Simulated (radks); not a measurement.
Hg2+, configuration [Xe] 4f14 5d10.

Calculated with a radial shooting solver on a logarithmic mesh with Libxc functionals: Dirac Kohn-Sham, PBEsol, spin-unpolarised, spherical densities, finite nucleus; Fermi nuclear charge, rms radius 5.4648 fm.

Energy parts (eV):
| part | energy |
|---|---|
| total | -534727.69 |
| kinetic | 616372.98 |
| electron-nucleus | -1347314.12 |
| Hartree | 206219.39 |
| exchange-correlation | -10005.94 |

Orbitals (lengths in bohr, moments of r in powers of bohr; r(90%) holds 90 % of the orbital's charge):
orbital,occ.,eigenvalue (eV),r(90%)
1s1/2,2,-82986.50,0.0304
2s1/2,2,-14713.00,0.109
2p1/2,2,-14123.11,0.0951
2p3/2,4,-12176.59,0.107
3s1/2,2,-3505.508,0.265
3p1/2,2,-3238.521,0.257
3p3/2,4,-2807.427,0.279
3d3/2,4,-2363.152,0.252
3d5/2,6,-2270.743,0.259
4s1/2,2,-785.2566,0.573
4p1/2,2,-670.6105,0.583
4p3/2,4,-566.4207,0.632
4d3/2,4,-378.5063,0.660
4d5/2,6,-359.0779,0.677
5s1/2,2,-137.0567,1.29
4f5/2,6,-117.1801,0.767
4f7/2,8,-112.9864,0.778
5p1/2,2,-99.1798,1.41
5p3/2,4,-80.8693,1.55
5d3/2,4,-29.9779,2.16
5d5/2,6,-28.0495,2.25

The highest occupied level is 5d5/2 at -28.050 eV. The density falls to 0.001 e/bohr^3 at r = 3.45 bohr. For comparison, the ionisation energy in NIST's Atomic Spectra Database is 34.49 eV (measured). In exact Kohn-Sham theory the highest level is minus the ionisation energy, but local and semilocal functionals leave it too shallow, through self-interaction and a potential that decays too fast; potentials with the right tail come closer. Summed over all electrons, <r^2> = 42.03 bohr^2, which gives a Langevin (diamagnetic) susceptibility term of -33.3 x 10^-6 cm^3/mol.
